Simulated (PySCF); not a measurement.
**Working out the ionisation energy of V(11+)**

V(11+) [Ne] 3s2 (1S) → V(12+) [Ne] 3s1 (2S). Computed with PySCF 2.14 in an even-tempered Gaussian basis (19 s from 0.69 bohr⁻², ratio 2.5; 11 p from 0.9 bohr⁻², ratio 2.5; 5 d from 3.8 bohr⁻², ratio 2.7; 4 f from 5.8 bohr⁻², ratio 2.7), with scalar relativity by spin-free X2C-1e. Frozen: 1s2; the 20 highest virtual orbitals dropped. Energies in hartree (1 hartree = 27.21139 eV):

| part | V(11+) (lower) | V(12+) (upper) |
| --- | --- | --- |
| UHF | -900.675096 | -889.446428 |
| MP2 opposite-spin | -0.294050 | -0.226562 |
| MP2 same-spin | -0.091391 | -0.082752 |

What does Hartree-Fock give?

(-889.446428) − (-900.675096) = 11.228668 hartree = 305.548 eV.

What do MP2 and SCS-MP2 (6/5 opposite-spin, 1/3 same-spin) give?

The opposite-spin parts differ by 1.836 eV and the same-spin parts by 0.235 eV. MP2: 305.548 + (1.836) + (0.235) = 307.619 eV. SCS-MP2: 305.548 + 1.2 × (1.836) + (0.235)/3 = 307.830 eV.

A first-order spin-orbit estimate adds 0.000 eV to MP2 (outer shells), giving 307.619 eV against 308.5 ± 0.3 eV (semi-empirical (NIST evaluation); NIST Atomic Spectra Database, ionization energies).

What remains against the reference includes basis incompleteness, the frozen core and correlation beyond second order.
